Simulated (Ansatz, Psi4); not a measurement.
## C2H3BrO (acetyl bromide): from total energies to a heat of formation

C2H3BrO: 7 atoms, total charge 0, spin state singlet. SMILES: `CC(=O)Br`. The shape is that of a PBE0-D4/def2-TZVP optimisation.

Total energies at MP2/6-31G* (spherical functions), 12 core orbitals frozen (Psi4 1.11); the atoms run unrestricted:

| species | state | energy (Eh) |
| --- | --- | --- |
| C2H3BrO | singlet | -2725.130294 |
| C | triplet | -37.731440 |
| O | triplet | -74.878160 |
| Br | doublet | -2572.311569 |
| H | doublet | -0.498233 |

Harmonic wavenumbers at PBE0-D4/def2-TZVP, in cm⁻¹: 137, 301, 353, 504, 582, 963, 1033, 1109, 1378, 1452, 1453, 1923, 3071, 3153, 3175.

Measured heats of formation of the gaseous atoms at 298.15 K, in kJ/mol: C 716.9, O 249.2, Br 111.9, H 218.0. Spin-orbit lowering of the atoms at 298 K (mean of the ground term's levels less their thermal mean, from spectra), in kJ/mol: C 0.02, O 0.40, Br 14.69. Take 1 Eh = 2625.50 kJ/mol, 1 cm⁻¹ = 0.0119627 kJ/mol, RT = 2.479 kJ/mol.

Question: Work out the heat of formation of the gas at 298 K.

Answer: 
1. Electronic atomisation energy: 2 × (-37.731440) + (-74.878160) + (-2572.311569) + 3 × (-0.498233) − (-2725.130294) = 0.982986 Eh = 2580.8 kJ/mol.
2. Zero-point energy: half the sum of the wavenumbers, 10293.5 cm⁻¹ = 123.1 kJ/mol.
3. Thermal vibrational enthalpy, Σ hcν̃/(exp(hcν̃/kT) − 1): 5.1 kJ/mol. Translation, rotation and pV of a non-linear molecule: 4 RT = 9.9 kJ/mol.
4. The 7 free atoms carry 5/2 RT each: 43.4 kJ/mol.
5. Spin-orbit coupling lowers the free atoms by 2 × 0.02 + 0.40 + 14.69 = 15.1 kJ/mol.
6. Atomisation enthalpy at 298 K: 2580.8 − 15.1 − 123.1 − 5.1 − 9.9 + 43.4 = 2471.0 kJ/mol.
7. Sum of the atoms' heats of formation: 2448.9 kJ/mol. Heat of formation: 2448.9 − 2471.0 = -22.1 kJ/mol.

The tabulated value is -190.4 kJ/mol (CRC Handbook of Chemistry and Physics), so this level is off by +168.3 kJ/mol, or 6.4 % of the atomisation enthalpy that the table implies (2639.2 kJ/mol). Perturbation theory converges slowly with the basis for atomisation. Relativity is left out. A double-zeta basis underbinds. Anharmonicity and any spin-orbit splitting of the molecule are left out, and so is core correlation.
